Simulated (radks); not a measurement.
Ta LI, configuration [Ar] 3d5 (the NIST ground configuration). Method: Dirac Kohn-Sham, PBE, spin-unpolarised, spherical densities, finite nucleus; open shells fill j = l - 1/2 first; Fermi nuclear charge, rms radius 5.3507 fm; computed with a radial shooting solver on a logarithmic mesh with Libxc functionals.

Radial electron density D(r) = 4 pi r^2 rho(r):

```
   r/bohr * D(r) (the largest magnitude, 127, reaches the edge; | marks zero)
 0.001475 |     *
  0.00165 |      *
 0.001831 |       *
 0.002048 |        *
 0.002272 |          *
 0.002541 |           *
  0.00282 |             *
 0.003154 |               *
 0.003528 |                  *
 0.003914 |                    *
 0.004378 |                       *
 0.004858 |                         *
 0.005434 |                            *
 0.006029 |                               *
 0.006744 |                                  *
 0.007543 |                                     *
  0.00837 |                                       *
 0.009362 |                                         *
  0.01039 |                                           *
  0.01162 |                                           *
  0.01289 |                                            *
  0.01442 |                                           *
  0.01613 |                                          *
   0.0179 |                                         *
  0.02002 |                                        *
  0.02221 |                                       *
  0.02484 |                                      *
  0.02757 |                                       *
  0.03083 |                                        *
  0.03449 |                                           *
  0.03827 |                                              *
   0.0428 |                                                 *
   0.0475 |                                                    *
  0.05312 |                                                      *
  0.05895 |                                                      *
  0.06593 |                                                   *
  0.07375 |                                               *
  0.08183 |                                          *
  0.09153 |                                    *
   0.1016 |                                 *
   0.1136 |                               *
    0.126 |                                *
    0.141 |                                  *
   0.1577 |                                   *
    0.175 |                                   *
   0.1957 |                               *
   0.2172 |                          *
   0.2429 |                   *
   0.2695 |            *
   0.3015 |       *
   0.3372 |   *
   0.3741 | *
   0.4185 |*
   0.4643 *
   0.5194 *
   0.5763 *
   0.6446 *
```

D(r) has 3 maxima, at r = 0.0128, 0.0553, 0.163 bohr, and minima at 0.0250, 0.115 bohr, inside which lie 2.03, 11.18 electrons.
